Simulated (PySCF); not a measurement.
C4H12Ge (SMILES C[C](C)(C)[GeH3]), singlet, geometry from GFN2-xTB; DF-TPSS/STO-3G in PySCF.

The PySCF input:
```python
from pyscf import gto, scf, dft

mol = gto.M(
    atom='''
Ge    0.460677    1.062048    0.126699
C    -0.332507   -0.766563   -0.091449
C    -0.545268   -1.389123    1.284141
C     0.620927   -1.633645   -0.906448
C    -1.669228   -0.651054   -0.815967
H     1.773257    1.020525    0.849179
H     0.711167    1.724971   -1.194041
H    -0.437867    1.972646    0.907722
H    -0.977306   -2.385741    1.192862
H     0.401232   -1.474877    1.817090
H    -1.220683   -0.777718    1.881853
H     1.583993   -1.721540   -0.404413
H     0.786838   -1.199652   -1.892032
H     0.212155   -2.635450   -1.038846
H    -1.535079   -0.202146   -1.799709
H    -2.361309   -0.030261   -0.247731
H    -2.121620   -1.633987   -0.947957
''',
    basis='sto-3g',
    charge=0,
    spin=0,
    verbose=4,
)

mf = dft.RKS(mol)
mf.xc = 'tpss'
mf = mf.density_fit(auxbasis='def2-universal-jkfit')
mf.kernel()
mf.analyze()
```

Task: What does PySCF print? Leave out banner, timings and long lists.

Result: 
```
PySCF version 2.14.0

[INPUT] verbose = 4
[INPUT] num. atoms = 17
[INPUT] num. electrons = 68
[INPUT] charge = 0
[INPUT] spin (= nelec alpha-beta = 2S) = 0
[INPUT] symmetry False subgroup None
[INPUT] Mole.unit = angstrom
[INPUT] Symbol           X                Y                Z      unit          X                Y                Z       unit  Magmom
[...]
nuclear repulsion = 378.205992661702
number of shells = 32
number of NR pGTOs = 150
number of NR cGTOs = 50
basis = sto-3g
ecp = {}

******** <class 'pyscf.df.df_jk.DFRKS'> ********
method = DFRKS
initial guess = minao
damping factor = 0
level_shift factor = 0
DIIS = <class 'pyscf.scf.diis.CDIIS'>
diis_start_cycle = 1
diis_space = 8
diis_damp = 0
SCF conv_tol = 1e-09
SCF conv_tol_grad = None
SCF max_cycles = 50
direct_scf = False
XC library pyscf.dft.libxc version 7.1.2
    S. Lehtola, C. Steigemann, M. J. T. Oliveira, and M. A. L. Marques,  SoftwareX 7, 1–5 (2018)
XC functionals = tpss
    J. Tao, J. P. Perdew, V. N. Staroverov, and G. E. Scuseria,  Phys. Rev. Lett. 91, 146401 (2003)
    J. P. Perdew, J. Tao, V. N. Staroverov, and G. E. Scuseria,  J. Chem. Phys. 120, 6898 (2004)
    J. Tao, J. P. Perdew, V. N. Staroverov, and G. E. Scuseria,  Phys. Rev. Lett. 91, 146401 (2003)
    J. P. Perdew, J. Tao, V. N. Staroverov, and G. E. Scuseria,  J. Chem. Phys. 120, 6898 (2004)
radial grids:
    Treutler-Ahlrichs [JCP 102, 346 (1995); DOI:10.1063/1.469408] (M4) radial grids

becke partition: Becke, JCP 88, 2547 (1988); DOI:10.1063/1.454033
pruning grids: <function nwchem_prune>
grids dens level: 3
symmetrized grids: False
atomic radii adjust function: <function treutler_atomic_radii_adjust>
small_rho_cutoff = 0
Set gradient conv threshold to 3.16228e-05
Initial guess from minao.
tot grids = 194808
init E= -2208.60253430747
[...]
cycle= 1 E= -2210.79318875738  delta_E= -2.19  |g|= 0.476  |ddm|= 4.68
[...]
cycle= 2 E= -2210.61937534047  delta_E= 0.174  |g|= 0.998  |ddm|= 2.37
[...]
cycle= 3 E= -2210.88336105091  delta_E= -0.264  |g|= 0.121  |ddm|= 1.57
[...]
cycle= 4 E= -2210.88749231906  delta_E= -0.00413  |g|= 0.0498  |ddm|= 0.248
[...]
cycle= 5 E= -2210.88831996134  delta_E= -0.000828  |g|= 0.0105  |ddm|= 0.088
[...]
cycle= 6 E= -2210.88835502529  delta_E= -3.51e-05  |g|= 0.0026  |ddm|= 0.0176
[...]
cycle= 7 E= -2210.88835718931  delta_E= -2.16e-06  |g|= 0.00016  |ddm|= 0.00375
[...]
cycle= 8 E= -2210.88835720015  delta_E= -1.08e-08  |g|= 7.54e-06  |ddm|= 0.000321
[...]
cycle= 9 E= -2210.88835720017  delta_E= -2.73e-11  |g|= 1.12e-06  |ddm|= 1.85e-05
[...]
Extra cycle  E= -2210.88835720017  delta_E= 6.82e-12  |g|= 8.94e-07  |ddm|= 3.87e-06
converged SCF energy = -2210.88835720017
**** SCF Summaries ****
Total Energy =                       -2210.888357200167320
Nuclear Repulsion Energy =             378.205992661702112
One-electron Energy =                -3841.408158489497509
Two-electron Energy =                 1252.313808627628077
Two-electron Coulomb Energy =         1358.317716302201688
DFT Exchange-Correlation Energy =     -106.003907674573611
HOMO-LUMO gap [eV] =                     8.318450209853763
**** MO energy ****
[...]
 ** Mulliken pop on meta-lowdin orthogonal AOs  **
 ** Mulliken pop  **
 ** Mulliken atomic charges  **
charge of    0Ge =      0.36300
charge of    1C =     -0.04250
charge of    2C =     -0.12647
charge of    3C =     -0.12648
charge of    4C =     -0.12648
charge of    5H =     -0.08992
charge of    6H =     -0.08992
charge of    7H =     -0.08992
charge of    8H =      0.03612
charge of    9H =      0.03674
charge of   10H =      0.03670
charge of   11H =      0.03670
charge of   12H =      0.03674
charge of   13H =      0.03612
charge of   14H =      0.03670
charge of   15H =      0.03674
charge of   16H =      0.03612
Dipole moment(X, Y, Z, Debye): -0.05313, -0.12249, -0.01462
```
